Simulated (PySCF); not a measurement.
**Telling isomers of C$_{4}$H$_{6}$F$_{2}$N$_{2}$Si apart by NMR**

No solvent, equivalent nuclei averaged, single conformer, non-relativistic. GIAO PBE0/pcSseg-1 shieldings; geometry: GFN2-xTB; PySCF.

Chemical shifts δ = σref − σ; ¹H, ¹³C vs TMS, all at this level. Splittings of carbon signals by F and P are missing where no couplings were computed. Where no couplings were computed, multiplicities follow the n + 1 count of equivalent neighbours, and m marks all less simple cases (inequivalent or close neighbours, rings, F or P nearby). Shifts are as computed. Against solution values, carbons near 30 ppm lie about +3 ppm off and those near 130 ppm about +5 ppm. Of 1309 compounds with measured shifts, 239 miss one by over three times the rms of a fit or turn the order of signals round; such compounds aren't used in these exercises.

(1) Tabulate the signals of `Cc1c(F)cnn1[SiH2]F`, `FCc1c(F)cnn1[SiH3]` and their relative energies.

(2) What is the quickest way to tell Cc1c(F)cnn1[SiH2]F from FCc1c(F)cnn1[SiH3]?

Answers

(1) 
```tsv
SMILES	carbon types	δC	δH	E rel. (kcal/mol)
Cc1c(F)cnn1[SiH2]F	2×C 1×CH 1×CH3	159.7, 136.5, 135.7, 9.9	7.66 (m, 1H), 5.55 (m, 2H), 2.59 (s, 3H)	0.0
FCc1c(F)cnn1[SiH3]	2×C 1×CH 1×CH2	159.1, 134.8, 133.7, 78.5	7.64 (m, 1H), 6.03 (m, 2H), 5.16 (s, 3H)	49.8
```

Energies are electronic energies at PBE0/pcSseg-1 on these geometries, without zero-point or thermal terms, each for the one conformer computed, which needn't be the lowest.

(2) Both give the same number of carbon signals, but DEPT or the intensities differ. The first has a methyl carbon on an aromatic ring (CH3) at 9.9 ppm, the second an sp3 CH2 bonded to F, on an aromatic ring at 78.5 ppm. Their most deshielded carbons lie at 159.7 and 159.1 ppm.
